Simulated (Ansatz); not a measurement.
C4H9O2 (SMILES [CH2]OCC(C)O), doublet, geometry from GFN2-xTB; CAM-B3LYP/STO-3G run with Ansatz (an electronic-structure program).

Here is a job for Ansatz.
Ansatz 0.2 input:
```yaml
crystal:
  periodic: [false, false, false]
  atoms:
    - {symbol: C, position_ang: [2.44429592, -1.02503628, -0.30093565]}
    - {symbol: O, position_ang: [1.31720491, -0.30874313, -0.56583977]}
    - {symbol: C, position_ang: [0.46397681, -0.08288066, 0.52738845]}
    - {symbol: C, position_ang: [-0.78368637, 0.65746024, 0.03894765]}
    - {symbol: C, position_ang: [-1.61108653, -0.22008434, -0.89623149]}
    - {symbol: O, position_ang: [-1.50290815, 1.02973766, 1.19642637]}
    - {symbol: H, position_ang: [2.49044820, -1.62960395, 0.58697247]}
    - {symbol: H, position_ang: [3.00838206, -1.27513126, -1.17673703]}
    - {symbol: H, position_ang: [0.96317964, 0.52974000, 1.29056499]}
    - {symbol: H, position_ang: [0.16839632, -1.03268951, 0.99436903]}
    - {symbol: H, position_ang: [-0.45232858, 1.55679033, -0.50523325]}
    - {symbol: H, position_ang: [-1.98942224, -1.08474277, -0.35488689]}
    - {symbol: H, position_ang: [-2.45322875, 0.33792816, -1.30164553]}
    - {symbol: H, position_ang: [-0.98643999, -0.55931603, -1.71727797]}
    - {symbol: H, position_ang: [-2.34435957, 1.41231493, 0.92416785]}
basis:
  gaussian:
    orbitals: STO-3G
hamiltonian:
  xc: cam_b3lyp
magnetization: {spin_polarized: true, initial_magnetization: 1}
accuracy: high
```

What the program printed (banner, timings and long lists left out):

```
Functional definition: CAM-B3LYP
858 factors; integrals over basis functions are off by at most 3.7e-9 eV
335 factors; integrals over basis functions are off by at most 7.5e-10 eV
mean field evaluation 1: about -8271.9495 eV, gradient 1.5e1 eV
mean field evaluation 2: about -8272.8965 eV, gradient 9.7e0 eV
mean field evaluation 4: about -8273.3949 eV, gradient 2.5e-1 eV
mean field evaluation 8: about -8273.3421 eV, gradient 1.8e-2 eV
mean field evaluation 16: about -8273.3421 eV, gradient 8.5e-6 eV
mean field -8273.34209419 eV, -304.0397140889 hartree, gradient 8.3e-8 eV, S^2 0.752113; 0 other end points of the search recorded, 0 dependent functions left out
reference -8273.34211363 eV, -304.0397148034 hartree; 25, 24 occupied and 14, 15 virtual orbitals, 858 factors
Total energy: -8273.34211363 eV, -304.0397148034 hartree
```
